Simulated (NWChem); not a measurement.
System meant: RbF; SMILES [F][Rb]

NWChem input:

```
start job
memory heap 200 mb stack 900 mb global 1100 mb
geometry units angstroms noautoz
  Rb     0.000000     0.000000    -0.499970
  F      0.000000     0.000000     1.839304
end
basis spherical
  Rb library def2-svp
  F library def2-svp
end
ecp
  Rb library def2-ecp
end
dft
  odft
  mult 2
  xc xpbe96 cpbe96
  iterations 150
  mulliken
end
task dft energy
```

End of the output:

```
 ==============================================================================
                                internuclear distances
 ------------------------------------------------------------------------------
       center one      |      center two      | atomic units |  angstroms
 ------------------------------------------------------------------------------
    2 F                |   1 Rb               |     4.42059  |     2.33927
 ------------------------------------------------------------------------------
                         number of included internuclear distances:          1
 ==============================================================================

 Summary of "ao basis" -> "" (spherical)
 ------------------------------------------------------------------------------
       Tag                 Description            Shells   Functions and Types
 ---------------- ------------------------------  ------  ---------------------
 Rb                         def2-svp                10       24   5s3p2d
 F                          def2-svp                 6       14   3s2p1d

 Summary of "ao basis" -> "ao basis" (spherical)
 ------------------------------------------------------------------------------
       Tag                 Description            Shells   Functions and Types
 ---------------- ------------------------------  ------  ---------------------
 Rb                         def2-svp                10       24   5s3p2d
 F                          def2-svp                 6       14   3s2p1d

      Symmetry analysis of basis
      --------------------------

        a1         16
        a2          0
        b1          3
        b2          3
        e          16

  number of electrons :                   18
  multiplicity        :                    2
 ------------------------------------------------------------------------
  no. of electrons and multiplicity not compatible                  18
 ------------------------------------------------------------------------
 ------------------------------------------------------------------------
  current input line :
    21: task dft energy
 ------------------------------------------------------------------------
 ------------------------------------------------------------------------
 There is an error in the input file
 ------------------------------------------------------------------------
 For more information see the NWChem manual at https://nwchemgit.github.io

0: no. of electrons and multiplicity not compatible:Received an Error in Communication
```

**Question.** Find the fault in this run and fix the input.

**Answer.** The input was rejected before any calculation. Cause: the multiplicity doesn't fit the number of electrons (an even count wants an odd multiplicity, and the reverse). This input runs:
```
start job
memory heap 200 mb stack 900 mb global 1100 mb
geometry units angstroms noautoz
  Rb     0.000000     0.000000    -0.499970
  F      0.000000     0.000000     1.839304
end
basis spherical
  Rb library def2-svp
  F library def2-svp
end
ecp
  Rb library def2-ecp
end
dft
  xc xpbe96 cpbe96
  iterations 150
  mulliken
end
task dft energy
```
It converges to -123.79226 Ha (PBE/def2-SVP with def2 effective core potentials on Rb).
